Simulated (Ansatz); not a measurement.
Al₁₇As₁₇H₄₀. Total charge 0; triplet. Geometry PBE-D4/def2-SVP, that of the neutral singlet; atoms count from 1.

```xyz
74

As    1.664    1.397    4.990
Al    2.767   -0.852    4.572
Al    4.572    1.675    1.632
As    3.427   -0.495    2.206
Al    4.628   -2.564    1.537
As    4.996   -1.991   -0.916
Al   -0.631    1.460    4.051
As   -1.525   -0.820    4.726
Al    0.781    3.394    1.126
As    2.911    2.762    0.048
As   -0.245    1.170    1.650
Al    1.294   -0.674    1.087
Al   -1.894   -2.601    3.000
As    0.185   -2.840    1.677
Al    2.588    1.568   -2.089
As    1.449   -0.544   -1.369
Al    2.971   -2.201   -2.335
Al   -0.165   -4.399   -0.218
As    1.987   -4.391   -1.507
Al   -2.927    5.112    0.859
As   -0.876    4.408   -0.414
As   -3.851    2.741    1.253
Al   -2.410    0.835    0.590
As   -3.309   -1.377    1.337
Al   -1.282    3.181   -2.533
As    0.902    2.618   -3.574
As   -2.264    0.979   -1.838
Al   -0.740   -0.837   -2.394
Al   -3.903   -2.889   -0.553
As   -1.679   -3.038   -1.666
Al    0.733    1.410   -5.773
As   -0.397   -0.711   -4.846
Al   -4.439    0.774   -3.035
As   -5.298   -1.409   -2.000
H     1.611    1.873    6.438
H     2.425    2.567    4.384
H     3.976   -1.086    5.595
H     1.452   -1.800    4.630
H     4.620    2.592    2.953
H     5.889    1.334    0.774
H     6.047   -2.761    2.249
H     3.589   -3.797    1.395
H     5.507   -0.572   -1.118
H     6.134   -2.743   -1.600
H    -1.688    2.572    4.495
H    -0.870   -1.414    5.965
H    -2.919   -0.603    5.318
H     0.948    4.209    2.500
H     3.550    4.094   -0.348
H    -2.560   -3.928    3.585
H     1.158   -3.571    2.591
H     3.949    1.182   -2.847
H     3.082   -2.267   -3.928
H    -0.701   -5.865    0.116
H     2.997   -5.264   -0.776
H     1.746   -5.305   -2.705
H    -2.526    5.606    2.330
H    -4.000    5.841   -0.079
H    -0.261    5.734   -0.861
H    -4.301    2.532    2.694
H    -5.192    2.510    0.566
H    -4.638   -1.092    2.034
H    -2.295    3.920   -3.528
H     1.489    3.974   -3.962
H    -4.561   -4.287   -0.151
H    -1.916   -3.866   -2.927
H     2.174    0.905   -6.257
H    -0.362    2.078   -6.733
H     0.322   -1.982   -5.282
H    -1.751   -0.988   -5.487
H    -5.465    1.899   -2.535
H    -4.174    0.388   -4.570
H    -6.547   -1.158   -1.159
H    -5.958   -2.312   -3.038
```

Single mean-field runs in def2-SVP are fitted with def2-universal-jkfit. At PBE0-D4/def2-SVP a singlet of charge 0 lies 3.89 eV below the triplet at the same geometry.

(1) Estimate the Mulliken populations of the heavy atoms from the PBE0/def2-SVP orbitals of Ansatz.

(2) Where does the spin sit?

(3) And the Mayer bond orders between bonded heavy atoms (over 0.3, the first 40 of 48)?

Results:

(1) 
| atom | charge (e) | spin (α − β) |
| --- | --- | --- |
| As1 | -0.22 | 0.02 |
| Al2 | 0.39 | 0.00 |
| Al3 | 0.42 | 0.00 |
| As4 | -0.70 | 0.21 |
| Al5 | 0.40 | 0.00 |
| As6 | -0.22 | 0.02 |
| Al7 | 0.46 | 0.03 |
| As8 | -0.23 | 0.00 |
| Al9 | 0.53 | -0.01 |
| As10 | -0.46 | 0.11 |
| As11 | -0.66 | 0.08 |
| Al12 | 0.54 | 0.16 |
| Al13 | 0.55 | -0.01 |
| As14 | -0.45 | 0.02 |
| Al15 | 0.53 | -0.01 |
| As16 | -0.66 | 0.07 |
| Al17 | 0.47 | 0.03 |
| Al18 | 0.54 | -0.01 |
| As19 | -0.23 | 0.00 |
| Al20 | 0.43 | 0.01 |
| As21 | -0.49 | 0.07 |
| As22 | -0.19 | 0.02 |
| Al23 | 0.46 | 0.28 |
| As24 | -0.48 | 0.04 |
| Al25 | 0.56 | -0.01 |
| As26 | -0.49 | 0.07 |
| As27 | -0.68 | 0.05 |
| Al28 | 0.47 | 0.27 |
| Al29 | 0.53 | -0.02 |
| As30 | -0.48 | 0.03 |
| Al31 | 0.43 | 0.01 |
| As32 | -0.19 | 0.02 |
| Al33 | 0.40 | 0.05 |
| As34 | -0.23 | 0.00 |
Mulliken values and Mayer orders depend strongly on the basis.

(2) Summed by element: As 0.81, Al 0.77, H 0.42, of 2 unpaired in all. Largest on single atoms: Al23 0.28, Al28 0.27, As4 0.21.

(3) As1–Al2 0.57 (2.54 Å); As1–Al7 0.75 (2.48 Å); Al2–As4 0.67 (2.48 Å); Al3–As4 0.62 (2.52 Å); Al3–As10 0.57 (2.54 Å); As4–Al5 0.66 (2.48 Å); As4–Al12 0.73 (2.42 Å); Al5–As6 0.56 (2.55 Å); As6–Al17 0.75 (2.48 Å); Al7–As8 0.63 (2.54 Å); Al7–As11 0.77 (2.45 Å); As8–Al13 0.67 (2.51 Å); Al9–As10 0.74 (2.47 Å); Al9–As11 0.68 (2.50 Å); Al9–As21 0.71 (2.48 Å); As10–Al15 0.74 (2.47 Å); As11–Al12 0.75 (2.47 Å); As11–Al23 0.72 (2.43 Å); Al12–As14 0.78 (2.50 Å); Al12–As16 0.75 (2.46 Å); Al13–As14 0.75 (2.48 Å); Al13–As24 0.71 (2.50 Å); As14–Al18 0.75 (2.48 Å); Al15–As16 0.68 (2.50 Å); Al15–As26 0.71 (2.48 Å); As16–Al17 0.77 (2.45 Å); As16–Al28 0.72 (2.44 Å); Al17–As19 0.63 (2.54 Å); Al18–As19 0.66 (2.51 Å); Al18–As30 0.72 (2.50 Å); Al20–As21 0.63 (2.51 Å); Al20–As22 0.54 (2.57 Å); As21–Al25 0.71 (2.48 Å); As22–Al23 0.70 (2.48 Å); Al23–As24 0.81 (2.50 Å); Al23–As27 0.78 (2.44 Å); As24–Al29 0.72 (2.49 Å); Al25–As26 0.71 (2.48 Å); Al25–As27 0.69 (2.51 Å); As26–Al31 0.63 (2.51 Å).
